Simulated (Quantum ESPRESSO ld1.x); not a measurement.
Values are calculated unless marked as measured or tabulated.
All-electron atom: the europium ion Eu+ in [Xe] 4f7 6s1. Level of theory: Dirac Kohn-Sham, BLYP, spin-unpolarised, spherical densities, point nucleus; open shells are shared between the two j in proportion to 2j + 1 (ld1.x of Quantum ESPRESSO 7.5). Some entries of the table are withheld. Estimate them.

orbital  occ.  eigenvalue (hartree)  <1/r> (bohr^-1)
1s1/2       2            -1776.2379            70.25
2s1/2       2             -291.7224            16.73
2p1/2       2             -276.7682            16.70
2p3/2       4             -252.9433            14.82
3s1/2       2              -64.3564            6.087
3p1/2       2                   (1)              (2)
3p3/2       4                   (3)              (4)
3d3/2       4              -41.8745              (5)
3d5/2       6              -40.8178              (6)
4s1/2       2              -12.9463            2.540
4p1/2       2              -10.4537            2.433
4p3/2       4               -9.3810            2.272
4d3/2       4               -5.2795            2.051
4d5/2       6               -5.0871            2.011
5s1/2       2               -1.8612           0.9645
5p1/2       2                   (7)           0.8442
5p3/2       4                   (8)           0.7861
4f5/2       3               -0.3329              (9)
6s1/2       1               -0.3147           0.3277
4f7/2       4               -0.3102             (10)

Answer. 
(1) 3p1/2 eigenvalue (hartree): -57.9005
(2) 3p1/2 <1/r> (bohr^-1): 6.002
(3) 3p3/2 eigenvalue (hartree): -53.0446
(4) 3p3/2 <1/r> (bohr^-1): 5.527
(5) 3d3/2 <1/r> (bohr^-1): 5.404
(6) 3d5/2 <1/r> (bohr^-1): 5.285
(7) 5p1/2 eigenvalue (hartree): -1.1934
(8) 5p3/2 eigenvalue (hartree): -1.0532
(9) 4f5/2 <1/r> (bohr^-1): 1.420
(10) 4f7/2 <1/r> (bohr^-1): 1.400
